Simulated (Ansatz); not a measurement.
Cost and result up the ladder for Cs3H4 (7 atoms). Total charge 0; doublet. Geometry: r2SCAN-D4/def2-TZVP.

| atom | x (Å) | y (Å) | z (Å) |
| --- | --- | --- | --- |
| Cs1 | 1.002 | 1.210 | -0.995 |
| Cs2 | 2.684 | -4.553 | -0.601 |
| Cs3 | -2.503 | 2.687 | 0.992 |
| H4 | 0.442 | -1.875 | 0.203 |
| H5 | -1.093 | 0.338 | 0.646 |
| H6 | -0.070 | -1.335 | 0.403 |
| H7 | -0.463 | 3.529 | -0.648 |

Ansatz on 4 threads of AMD EPYC 7B13 on a shared host. Times are rough, and most runs start from the orbitals of an earlier one. PBE0-D4/def2-TZVP serves as the yardstick here, not as an exact answer. Binding counts from free atoms at the same level (Cs doublet, H doublet; other spins of the atoms weren't run), without zero-point energy or a counterpoise term.

In the def2 sets Cs takes a core potential; there is no spin–orbit coupling. Correlated methods freeze no core orbitals; core or outer-core shells of Cs are correlated, in sets that lack core-valence functions. In the doublet, H4 and H6 lie 0.77 Å apart (atoms count from 1), so H2 has formed as a molecule. Another isomer (doublet) lies 0.24 eV lower at PBE0-D4/def2-TZVP; other spin states weren't run for this one.

Correlated methods converge slowly with the basis.

```tsv
level	functions	wall time
PBE-D4/def2-TZVP (with forces)	111	2.6 s
revPBE-D4/def2-TZVP	111	2.6 s
PBE0-D4/def2-TZVP	111	2.9 s
r2SCAN-D4/def2-TZVP	111	4.4 s
CCSD(T)/def2-TZVPP	164	3.2 min
```

Q: Estimate what each level gives for the binding energy per atom (eV).

A: 
```csv
level,binding energy per atom (eV),difference from PBE0-D4/def2-TZVP (eV)
PBE-D4/def2-TZVP (with forces),1.40,0.02
revPBE-D4/def2-TZVP,1.44,0.05
PBE0-D4/def2-TZVP,1.38,0.00
r2SCAN-D4/def2-TZVP,1.41,0.03
CCSD(T)/def2-TZVPP,1.36,-0.02
```
